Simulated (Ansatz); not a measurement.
Geometry optimisation, RKS BHLYP-D4/def2-SVP in Ansatz 0.2.0.

The input (input.yaml):

```yaml
crystal:
  periodic: [false, false, false]
  atoms:
    - { symbol: Ge, position_ang: [0.0, 0.0, 0.0] }
    - { symbol: Ge, position_ang: [1.4273, 0.0, 2.1732] }
    - { symbol: H, position_ang: [0.0314, -0.4318, 2.6906] }
    - { symbol: H, position_ang: [2.4991, -0.9929, 2.6906] }
    - { symbol: H, position_ang: [1.7512, 1.4247, 2.6906] }
    - { symbol: H, position_ang: [1.7485, 0.0, 0.0731] }
    - { symbol: H, position_ang: [-0.73, 1.2648, -0.5162] }
    - { symbol: Cl, position_ang: [-1.0456, -1.8115, -0.7393] }
basis:
  gaussian: { orbitals: def2-SVP }
hamiltonian:
  xc: { name: BHLYP }
  dispersion: d4
relax:
  f_tol: 0.15
  max_steps: 25
  restrain:
    - { distance: [1, 5], at: 1.55, k: 30.0 }
    - { distance: [0, 1], at: 3.6, k: 30.0 }
    - { distance: [0, 5], at: 2.75, k: 30.0 }
```

Run as:

```bash
$ ansatz run input.yaml --threads 2 --pin off --max-ram 3072MiB --backend cpu --events-out ev --progress --plain --runs-dir out
```

**Question.** Where does it end, and by what steps?

**Answer.** The run converged. The restraints hold the end off the free minimum. The force dipped under the threshold on the way, but the program's further checks kept it going. After 19 steps the energy has fallen by 2.352 eV (the restraints' own energy left out); Ge1 moved furthest, 1.18 Å. Parted: Ge1–Ge2 (2.60 → 3.60 Å). Joined: Ge2–H6 (2.12 → 1.55 Å).

```
step  energy less start (eV)  largest force component (eV/Å)  accepted
   0                  0.0000                           3.031       yes
   1                  1.2384                           4.173       yes
   2                  1.7497                           4.591       yes
   3                  1.2577                           4.360       yes
   4                 -0.0184                           3.161       yes
   5                 -0.9785                           1.866       yes
   6                 -1.5463                           1.000       yes
   7                 -1.8879                           0.595       yes
   8                 -2.0427                           0.683       yes
   9                 -2.0769                           0.533       yes
  10                 -2.1119                           0.590       yes
  11                 -2.1611                           0.545       yes
  12                 -2.1723                           1.049       yes
  13                 -2.2578                           0.376       yes
  14                 -2.2991                           0.185       yes
  15                 -2.3255                           0.156       yes
  16                 -2.3419                           0.129       yes
  17                 -2.3387                           0.269        no
  18                 -2.3481                           0.133       yes
  19                 -2.3518                           0.106       yes
```

```xyz
8
Properties=species:S:1:pos:R:3
Ge -1.092 0.446 -0.032
Ge 1.657 -0.069 2.238
H 0.526 -0.893 2.847
H 3.011 -0.699 2.562
H 1.601 1.366 2.760
H 1.507 -0.041 0.700
H -0.270 0.978 -1.286
Cl -1.257 -1.634 -0.728
```

Time of the run: 65 s on 2 threads of Arm Neoverse V1 (shared host), peak memory 0.27 GiB.
